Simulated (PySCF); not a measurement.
Bonding in `N#CCP1(=S)CCSCC1`

C6H10NPS2.
SMILES with atom numbers: `[N:1]#[C:2][CH2:3][P:4]1(=[S:5])[CH2:6][CH2:7][S:8][CH2:9][CH2:10]1` (hydrogens: H11, H12 on C3; H13, H14 on C6; H15, H16 on C7; H17, H18 on C9; H19, H20 on C10)

Geometry (GFN2-xTB, Å), atoms numbered from 1 in this order:
```
atom  x, y, z in Å
N1    -2.3239   -0.1069    2.5196
C2    -2.3510    0.0882    1.3931
C3    -2.3274    0.3251   -0.0178
P4    -0.5894    0.2004   -0.6838
S5    -0.4621    0.5072   -2.5896
C6    -0.0094   -1.4535   -0.1076
C7     1.4844   -1.5536   -0.3698
S8     2.4327   -0.4528    0.7266
C9     1.8544    1.1517    0.0911
C10    0.3760    1.3652    0.3724
H11   -2.7003    1.3281   -0.2520
H12   -2.9391   -0.4126   -0.5485
H13   -0.5457   -2.2136   -0.6866
H14   -0.2302   -1.5849    0.9547
H15    1.7170   -1.2881   -1.4046
H16    1.8556   -2.5573   -0.1645
H17    2.4648    1.9005    0.5952
H18    2.0558    1.1867   -0.9830
H19    0.0827    2.3843    0.0964
H20    0.1500    1.1966    1.4284
```

Bond orders from the PBE0/pcSseg-1 density (PySCF). Geometry: GFN2-xTB, one conformer, isolated molecule.

Task: Where do the orders between heavy atoms depart from those drawn in the SMILES?

Result: The largest departure is 0.224, at P4–S5 (drawn double, 1.776). Drawn single, order below 0.88: C3–P4 (0.857).

Task: Give the Mayer order of every bond, beside its length.

Result: 
```json
{"bond": "N1–C2", "drawn as": "triple", "length (Å)": "1.144", "Mayer order": "2.998"}
{"bond": "C2–C3", "drawn as": "single", "length (Å)": "1.431", "Mayer order": "0.997"}
{"bond": "C3–P4", "drawn as": "single", "length (Å)": "1.865", "Mayer order": "0.857"}
{"bond": "P4–S5", "drawn as": "double", "length (Å)": "1.935", "Mayer order": "1.776"}
{"bond": "P4–C6", "drawn as": "single", "length (Å)": "1.845", "Mayer order": "0.882"}
{"bond": "C6–C7", "drawn as": "single", "length (Å)": "1.520", "Mayer order": "1.013"}
{"bond": "C7–S8", "drawn as": "single", "length (Å)": "1.820", "Mayer order": "1.009"}
{"bond": "S8–C9", "drawn as": "single", "length (Å)": "1.820", "Mayer order": "1.009"}
{"bond": "C9–C10", "drawn as": "single", "length (Å)": "1.520", "Mayer order": "1.013"}
{"bond": "C10–P4", "drawn as": "single", "length (Å)": "1.845", "Mayer order": "0.882"}
{"bond": "C3–H11", "drawn as": "single", "length (Å)": "1.095", "Mayer order": "0.911"}
{"bond": "C3–H12", "drawn as": "single", "length (Å)": "1.095", "Mayer order": "0.911"}
{"bond": "C6–H13", "drawn as": "single", "length (Å)": "1.096", "Mayer order": "0.924"}
{"bond": "C6–H14", "drawn as": "single", "length (Å)": "1.093", "Mayer order": "0.905"}
{"bond": "C7–H15", "drawn as": "single", "length (Å)": "1.093", "Mayer order": "0.917"}
{"bond": "C7–H16", "drawn as": "single", "length (Å)": "1.090", "Mayer order": "0.945"}
{"bond": "C9–H17", "drawn as": "single", "length (Å)": "1.090", "Mayer order": "0.945"}
{"bond": "C9–H18", "drawn as": "single", "length (Å)": "1.093", "Mayer order": "0.917"}
{"bond": "C10–H19", "drawn as": "single", "length (Å)": "1.096", "Mayer order": "0.924"}
{"bond": "C10–H20", "drawn as": "single", "length (Å)": "1.093", "Mayer order": "0.905"}
```

By pair of heavy elements: C–C: all 3 within 0.02 of one another (0.997 to 1.013). C–P: lowest C3–P4 (0.857, 1.865 Å), highest P4–C6 and C10–P4 (0.882, 1.845 Å). C–S: all 2 within 0.02 of one another (1.009 to 1.009). Bonds named together lie within 0.004.

Task: Sum the orders of all bonds at each heavy atom with more than one neighbour and set the sums beside the valence in the SMILES.

Result: C2 3.995 (drawn 4), C3 3.676 (drawn 4), P4 4.397 (drawn 5), C6 3.724 (drawn 4), C7 3.884 (drawn 4), S8 2.018 (drawn 2), C9 3.884 (drawn 4), C10 3.724 (drawn 4). Orders between atoms that aren't bonded are not in these sums.

For a closed shell the Mayer order of atoms A and B is Σ (PS)μν (PS)νμ over the basis functions μ on A and ν on B, with P the density and S the overlap matrix.

These values come from a run that also computed NMR shieldings. The run took about 2.5 min of CPU time (one thread, shared machine).
